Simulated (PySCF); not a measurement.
Identify the unknown among the candidates.

All candidates are C6H7NO.

* Triplet: lowest triplet excitation (Tamm–Dancoff): 3.56 eV [TDA PBE0/def2-SVPD]
* Rotational structure: rotational constants A, B, C: 4.853, 1.631, 1.230 GHz [GFN2-xTB]
* 13C NMR: chemical shifts (computed TMS as zero) by class: 166.7 (1 C), 165.4 (1 C), 144.1 (1 C), 122.1 (1 C), 108.7 (1 C), 22.6 (1 C) ppm [GIAO PBE0/pcSseg-1]
* Dipole: 2.52 D [PBE0/def2-SVPD]
* 1H NMR: chemical shifts (computed TMS as zero) by class: 8.51 (1 H), 6.78 (1 H), 5.91 (1 H), 5.70 (1 H), 2.37 (3 H) ppm [GIAO PBE0/pcSseg-1]
* NMR, other nuclei: isotropic shieldings of nuclei other than C and H, by class: -148 (1 N), -61 (1 O) ppm [GIAO PBE0/pcSseg-1]
* Polarisability: 79.4 au [PBE0/def2-SVPD]

Gas-phase values; electronic properties from PySCF, density fitting. Levels stand in brackets. The structure is a single GFN2-xTB conformer in the gas phase; no vibrational or solvent corrections. NMR values are class means; diastereotopic atoms form classes of their own.

Problem. Which candidate is it?
A. `C#CCNC(=O)C=C`
B. `C=C(C)c1ccon1`
C. `Nc1ccc(O)cc1`
D. `C/N=C/C#CC(C)=O`

Solution. B. It is `C=C(C)c1ccon1`. Numbering: `[CH2:1]=[C:2]([CH3:3])[c:4]1[cH:5][cH:6][o:7][n:8]1`. Its formula, C6H7NO, gives 4 degrees of unsaturation: 1 ring and 3 π bonds in the structure found (Kekulé form). 6 carbons fall into 6 classes; from least to most shielded: substituted aromatic carbon [C4] (166.7 ppm), aromatic CH next to a ring oxygen [C6] (165.4 ppm), fully substituted alkene carbon [C2] (144.1 ppm), terminal =CH2 carbon [C1] (122.1 ppm), aromatic CH carbon [C5] (108.7 ppm), allylic carbon [C3] (22.6 ppm). Hydrogen classes from least to most shielded: 1 H on an aromatic CH next to a ring oxygen, C6 (8.51 ppm), 1 H on an aromatic CH carbon, C5 (6.78 ppm), 1 H on a terminal =CH2 carbon, C1 (5.91 ppm), 1 H on a terminal =CH2 carbon, C1 (5.70 ppm), 3 H on an allylic carbon, C3 (2.37 ppm, a mean of values up to 0.6 ppm apart in this geometry). The other shieldings belong to: -148 ppm, pyridine-type nitrogen [N8]; -61 ppm, ring oxygen [O7]. The optimised geometry has point group Cs and is an asymmetric top.

The others, at the same levels:
- `Nc1ccc(O)cc1` fails: it has 4 carbon classes against 6; its computed 13C shifts are 155.0 (1 C), 145.4 (1 C), 119.5 (2 C), 117.6 (2 C) ppm, 1H shifts are 6.78 (2 H), 6.63 (2 H), 3.61 (1 H), 3.09 (2 H) ppm and rotational constant A is 5.638 GHz (against 4.853 GHz).
- `C#CCNC(=O)C=C` fails: its computed 13C shifts are 164.8 (1 C), 138.6 (1 C), 136.5 (1 C), 86.0 (1 C), 78.2 (1 C), 29.9 (1 C) ppm, 1H shifts are 7.00 (1 H), 6.12 (1 H), 5.95 (1 H), 4.69 (1 H), 4.54 (2 H), 1.65 (1 H) ppm and rotational constant A is 5.939 GHz (against 4.853 GHz).
- `C/N=C/C#CC(C)=O` fails: its computed lowest triplet excitation (Tamm–Dancoff) is 3.30 eV (against 3.56 eV), static isotropic polarisability is 91.5 au (against 79.4 au) and rotational constant A is 7.960 GHz (against 4.853 GHz).

Each candidate is one conformer, not necessarily the lowest. The conformers computed, where there is a choice (atom-mapped SMILES and torsion angles):
- `[CH2:1]=[C:2]([CH3:3])[c:4]1[cH:5][cH:6][o:7][n:8]1`: C1–C2–C4–C5 0°
- `[NH2:1][c:2]1[cH:3][cH:4][c:5]([OH:6])[cH:7][cH:8]1`: H–N1–C2–C3 -160°, H–N1–C2–C3 -23°, H–O6–C5–C4 -179°
- `[CH:1]#[C:2][CH2:3][NH:4][C:5](=[O:6])[CH:7]=[CH2:8]`: C2–C3–N4–C5 -122°, C3–N4–C5–O6 -4°, N4–C5–C7–C8 179°
